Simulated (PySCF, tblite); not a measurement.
Isomers of C3H13FSi3, one GFN2-xTB conformer each. Single-point energies are computed at PBE0/pcSseg-1 (PySCF, gas phase, no added dispersion term), electronic only.

Task: Rank them by PBE0/pcSseg-1 energy, lowest first (kJ/mol).
A. `[CH3:1][Si@@H:2]([CH2:3][SiH3:4])[CH2:5][SiH2:6][F:7]` with C1–Si2–C3–Si4 61°, C1–Si2–C5–Si6 -174°, Si2–C5–Si6–F7 -174°
B. `[CH3:1][CH2:2][Si@H:3]([CH2:4][SiH3:5])[SiH2:6][F:7]` with C1–C2–Si3–C4 63°, C2–Si3–C4–Si5 170°, C2–Si3–Si6–F7 -53°
C. `[F:1][CH2:2][CH2:3][Si@H:4]([SiH3:5])[CH2:6][SiH3:7]` with F1–C2–C3–Si4 -55°, C2–C3–Si4–Si5 65°, C3–Si4–C6–Si7 -170°

Result: A (0.0), B (68.5), C (228.6).

As drawn, the lowest has an Si–F bond, which the highest lacks; the highest has an Si–Si bond, which the lowest lacks. GFN2-xTB itself gives, in the same order: 0.0, 9.9, 189.2. Both levels put the same isomer lowest; measured from each level's own lowest isomer, the values differ by up to 58.6 kJ/mol (CC[Si@H](C[SiH3])[SiH2]F: 9.9 against 68.5).

Task: Which frontier levels, dipoles and rotational constants go with these structures?

Result: 
```csv
SMILES,"HOMO (eV, PBE0/pcSseg-1)",LUMO (eV),dipole (D),"A, B, C (MHz)"
C[Si@@H](C[SiH3])C[SiH2]F,-8.56,0.23,2.28,"1741, 750.0, 597.4"
CC[Si@H](C[SiH3])[SiH2]F,-8.17,-0.75,2.31,"1521, 864.0, 617.7"
FCC[Si@H]([SiH3])C[SiH3],-8.17,-0.02,2.33,"1741, 819.0, 667.0"
```

Task: What happens when harmonic zero-point energies from GFN2-xTB frequencies are added?

Result: 
```csv
SMILES,ZPE (kJ/mol),electronic (kJ/mol),with ZPE (kJ/mol)
C[Si@@H](C[SiH3])C[SiH2]F,372.6,0.0,0.0
CC[Si@H](C[SiH3])[SiH2]F,376.1,68.5,72.0
FCC[Si@H]([SiH3])C[SiH3],367.7,228.6,223.8
```

The zero-point energies span 8.4 kJ/mol. The order is unchanged.
